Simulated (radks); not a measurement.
Species: Nb2+. Configuration: [Kr] 4d1.5 5s1.5 (fractional occupations, a model configuration). All-electron calculation, scalar-relativistic Kohn-Sham, PBE, spin-unpolarised, spherical densities, finite nucleus; Fermi nuclear charge, rms radius 4.324 fm. Program: a radial shooting solver on a logarithmic mesh with Libxc functionals.

X-ray form factor f0, the Fourier transform of the density (f0(0) = 39):

| sin(theta)/lambda (1/angstrom) | f0 (electrons) |
|---|---|
| 0.05 | 38.326 |
| 0.1 | 36.579 |
| 0.15 | 34.325 |
| 0.2 | 32.001 |
| 0.25 | 29.799 |
| 0.3 | 27.765 |
| 0.4 | 24.234 |
| 0.5 | 21.411 |
| 0.6 | 19.144 |
| 0.8 | 15.484 |
| 1 | 12.412 |
| 1.25 | 9.447 |
| 1.5 | 7.527 |
| 2 | 5.675 |
